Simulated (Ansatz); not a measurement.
A nudged elastic band was laid between two geometries of H2O + H7NSi2 (13 atoms, charge 0, multiplicity 1).

Level of theory: UKS B3LYP-D4/6-31G* in Ansatz.

* movable images: 5
* climbing image: yes
* spring: 5.0 eV/Å²
* optimiser: quadratic models (default)
* start path: through a guess of the saddle point
* force threshold: 0.05 eV/Å
* iteration limit: 60
* end points: relaxed

Image 0:

```xyz
13
Properties=species:S:1:pos:R:3
Si -0.949 0.371 0.804
Si 0.159 -1.696 0.702
H -2.084 0.318 -0.181
H -1.572 0.525 2.149
N 0.208 1.644 0.596
H 1.223 -0.186 -1.876
O 0.981 0.715 -2.147
H 1.144 -1.869 1.804
H -0.800 -2.838 0.747
H 0.916 -1.831 -0.585
H 0.673 1.665 -0.310
H -0.038 2.576 0.910
H 0.138 0.607 -2.612
```

Image 6:

```xyz
13
Properties=species:S:1:pos:R:3
Si -1.182 1.279 -0.245
Si 0.947 -2.147 0.299
H -2.239 2.312 -0.311
H -1.633 0.036 0.442
N 0.106 1.863 0.742
H 0.810 -1.395 -0.977
O -0.855 0.976 -1.853
H 1.179 -1.179 1.403
H -0.295 -2.916 0.554
H 2.110 -3.064 0.193
H 0.546 2.757 0.565
H 0.736 1.224 1.210
H -0.231 0.255 -2.022
```

Question: Which bonds break or form, and what moves?

Answer: Bonds broken: Si1–Si2, H6–O7. Bonds formed: Si1–O7, Si2–H6. H2O + H7NSi2 becomes H4Si + H5NOSi.

Question: What energy profile does the band end with?

Answer: The run converged. The highest image is number 2 of 0 to 6, 38.2 kcal/mol above the first end and 61.5 kcal/mol above the last; the last end lies 23.3 kcal/mol below the first. Beside the main top the profile has a ripple of under 15 meV (maxima at images 2, 5), which may be a very shallow well or noise. A structure lower than the last end lies on the path between it and the top, so the climb from that side starts below the end, which may itself be a saddle point or a shallow side well. Neighbouring images differ by up to 2.6 eV, so the band resolves the path poorly. A vibrational analysis at the climbing image gives one clearly imaginary mode, 597i cm⁻¹: a first-order saddle point. The orbitals stay closed-shell, which can raise the energy where a bond breaks towards radicals; this wasn't checked here.

| image | path coordinate (Å) | energy (kcal/mol) | Si1–Si2 (Å) | H6–O7 (Å) | Si1–O7 (Å) |
| --- | --- | --- | --- | --- | --- |
| 0 | 0.00 | 0.0 | 2.35 | 0.97 | 3.54 |
| 1 | 2.39 | 1.8 | 2.36 | 0.97 | 3.09 |
| 2 | 4.78 | 38.2 | 2.90 | 1.08 | 1.91 |
| 3 | 7.08 | -22.1 | 4.05 | 2.73 | 1.66 |
| 4 | 9.39 | -23.6 | 4.17 | 3.14 | 1.67 |
| 5 | 11.70 | -23.1 | 4.16 | 3.01 | 1.67 |
| 6 | 14.01 | -23.3 | 4.07 | 3.03 | 1.67 |

Question: What is the geometry of the highest image?

Answer: 
```xyz
13
Properties=species:S:1:pos:R:3
Si -0.576 0.631 0.154
Si 0.341 -2.120 0.224
H -1.912 0.271 -0.362
H -0.378 0.264 1.579
N -0.176 2.321 0.243
H 0.578 -0.570 -1.183
O 0.411 0.454 -1.467
H 1.377 -2.153 1.311
H -0.943 -2.466 0.923
H 0.639 -3.321 -0.632
H -0.337 2.961 -0.527
H -0.284 2.789 1.134
H 1.260 0.938 -1.397
```

Time of the run: 18 min on 2 threads of Arm Neoverse N1, on a shared host, peak memory 0.26 GiB.
